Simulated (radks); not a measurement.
The numbers below are computed, except where a source is named.
Question: Ga II, configuration [Ar] 3d10 4s2. Code: a radial shooting solver on a logarithmic mesh with Libxc functionals. Model: Dirac Kohn-Sham, PBE, spin-unpolarised, spherical densities, point nucleus. Some entries of the table are withheld. Estimate them.

| orbital | occ. | eigenvalue (eV) | <r> (bohr) |
|---|---|---|---|
| 1s1/2 | 2 | -10235.40 | 0.04860 |
| 2s1/2 | 2 | -1270.106 | (1) |
| 2p1/2 | 2 | -1125.263 | (2) |
| 2p3/2 | 4 | -1097.607 | (3) |
| 3s1/2 | 2 | (4) | 0.6517 |
| 3p1/2 | 2 | (5) | 0.6719 |
| 3p3/2 | 4 | (6) | 0.6827 |
| 3d3/2 | 4 | -27.6962 | (7) |
| 3d5/2 | 6 | -27.2339 | (8) |
| 4s1/2 | 2 | -16.3304 | 2.217 |

Answer: 
(1) 2s1/2 <r> (bohr): 0.2176
(2) 2p1/2 <r> (bohr): 0.1883
(3) 2p3/2 <r> (bohr): 0.1918
(4) 3s1/2 eigenvalue (eV): -156.3605
(5) 3p1/2 eigenvalue (eV): -109.5571
(6) 3p3/2 eigenvalue (eV): -105.9325
(7) 3d3/2 <r> (bohr): 0.8039
(8) 3d5/2 <r> (bohr): 0.8101
